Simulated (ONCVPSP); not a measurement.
# Ge (Z = 32): one change to an ONCV potential, before and after

* Element: Ge
* Generator: ONCVPSP 4.0.1
* Type: optimised norm-conserving Vanderbilt (ONCV)
* Functional: PBEsol
* Relativity: fully relativistic
* Frozen core: [Ar]
* Valence charge: 14
* Reference configuration: 3d10 4s1.5 4p2.5
* Partial waves: 4s: rc 1.80 bohr, ncon 5, nbas 9, qcut 4.6 1/bohr, 1 projector; 4p: rc 1.90 bohr, ncon 4, nbas 9, qcut 5 1/bohr, 1 projector; 3d: rc 1.05 bohr, ncon 5, nbas 10, qcut 18 1/bohr, 2 projectors, debl 2.3 Ha; f scattering state at 0.14 Ha: rc 1.65 bohr, ncon 3, nbas 6, qcut 6 1/bohr, 2 projectors, debl 1.9 Ha
* Local potential: polynomial inside 1.00 bohr (lpopt 2, dvloc0 1 Ha)
* Core correction: Teter function fitted to the true core (icmod 2), fcfact 0.35

Open shells are filled in proportion to 2j + 1.

Change: scalar-relativistic.

Cutoffs: the cutoffs (Ha) at which the residual kinetic energy of the hardest occupied pseudo-wave falls to 1 and 0.1 mHa per electron; they do not see the model core or the augmentation charge, which bear on the density cutoff. Errors are all-electron minus pseudo energies relative to the spin-unpolarised reference configuration.

Question: What does the change do?

Answer: The potential gets neither clearly harder nor softer (117 Ha and 132 Ha → 117 Ha and 132 Ha); of the 3 tests that both files solve, the error grows in 2 and shrinks in 1 by more than 15 % and 0.3 meV (median size 0.3 → 0.9 meV); neither file shows a bound ghost.

```csv
quantity,base,changed
"cutoff, loose",117 Ha,117 Ha
"cutoff, tight",132 Ha,132 Ha
loose cutoff by channel,"s 8.9 Ha, p 7.4 Ha, d 117 Ha","s 8.9 Ha, p 7.3 Ha, d 117 Ha"
bound ghosts,none,none
GHOST(+) flags under 300 eV,s at 22.0 eV,s at 22.0 eV
tests with a reliable result,3 of 4,3 of 4
"error for 3d10 4s2 4p2, meV [ΔE -3.96 eV]",+0.1,+0.4
"error for 3d10 4s2 4p1, meV [ΔE 3.50 eV]",-0.3,-0.9
"error for 3d10 4s2 4p0, meV [ΔE 18.95 → 18.94 eV]",+1.6,-1.3
s: phases at 1.83 bohr within 0.05 rad from the reference energy up to (Ha; the scan ends near 5),0.5,0.5
"rms error of d²Exc/dni dnj with the model core, mHa",6.72,3.36
```
